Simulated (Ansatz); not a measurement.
Ideal-gas functions of `ClC1=C[SiH2]1` at 500 K and 1 bar, from an Ansatz frequency run at PBE0-D4/def2-TZVP.

Molar mass 90.58 g/mol, point group Cs (symmetry number 1), electronic degeneracy 1, moments of inertia 31.388, 206.938, 232.28 u Å². Harmonic wavenumbers (cm⁻¹, unscaled): 274, 292, 489, 557, 656, 672, 759, 843, 949, 987, 1067, 1611, 2236, 2245, 3228.

Use S(trans) = R[1.5 ln M + 2.5 ln T − 1.1517]; rotational temperatures θ = 24.2544 K / I; S(rot) = R[ln(√π/σ · √(T³/θAθBθC)) + 1.5]; for each mode x = 1.438777 ν̃/T, S = R[x/(eˣ − 1) − ln(1 − e⁻ˣ)] and H = RT x/(eˣ − 1); 1 cm⁻¹ = 0.0119627 kJ/mol; R = 8.31446 J/(mol·K).

Question: By hand: the entropy, in J/(mol·K).

Answer: Translation 175.8. Rotation: θ = 0.7727, 0.1172, 0.1044 K, giving 114.1. Vibration, mode by mode: 10.50, 10.00, 6.13, 5.23, 4.17, 4.02, 3.30, 2.73, 2.14, 1.97, 1.64, 0.46, 0.10, 0.10, 0.01, in all 52.5. Electronic 0.0. Sum 342.4 J/(mol·K).

Question: By hand: H − E and G − E in kJ/mol, counted from the electronic energy.

Answer: Zero-point energy ½ × 16865 × 0.0119627 = 100.9; thermal vibration 16.3; translation, rotation and pV give 4 RT = 16.6. H − E = 133.8 kJ/mol, and G − E = 133.8 − 500 × 342.4/1000 = -37.4 kJ/mol.

Vibration gives 15 % of the entropy.
